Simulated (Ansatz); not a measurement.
Ansatz (a first-principles code) input:
A basis named .json is the Basis Set Exchange file of that set.

Ansatz 0.2 input:
```yaml
crystal:
  periodic: [false, false, false]
  atoms:
    - {symbol: S, position_ang: [-0.00000000, -0.00000000, -0.95276010]}
    - {symbol: S, position_ang: [0.00000000, 0.00000000, 0.95276010]}
basis:
  gaussian:
    orbitals: def2-TZVPP
    fitting: {mean_field: def2-universal-jkfit, correlation: def2-TZVPP-RIFIT.json}
magnetization: {spin_polarized: false}
correlation: {method: mp2, electrons: outside_noble_gas}
```

Task: Predict the final energy.

Result: -795.36717 Eh (RI-MP2/def2-TZVPP). The basis has 84 functions.

This is an excited singlet: at this geometry the triplet lies 0.73 eV lower at CCSD(T)/CBS(aug-cc-pV(T+d)Z,aug-cc-pV(Q+d)Z).
